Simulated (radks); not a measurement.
The tungsten ion W2+, 72 electrons, occupied as [Xe] 4f14 5d4 (the NIST ground configuration). Calculated with a radial shooting solver on a logarithmic mesh with Libxc functionals: Dirac Kohn-Sham, BLYP, spin-unpolarised, spherical densities, point nucleus; open shells are shared between the two j in proportion to 2j + 1.

Spin-orbit splittings of the eigenvalues, e(l+1/2) - e(l-1/2), with zeta = 2 splitting/(2l+1) and mean radii in bohr:

shell,occ.,splitting (eV),zeta (eV),<r> j=l-1/2,<r> j=l+1/2
2p,6,1353,902.2,0.06365,0.07161
3p,6,292.6,195.1,0.1905,0.2053
3d,10,63.63,25.45,0.1797,0.1842
4p,6,67.86,45.24,0.4546,0.4879
4d,10,12.50,5.000,0.5048,0.5162
4f,14,2.239,0.6396,0.6029,0.6126
5p,6,9.853,6.569,1.176,1.280
5d,4,0.8279,0.3312,1.855,1.915
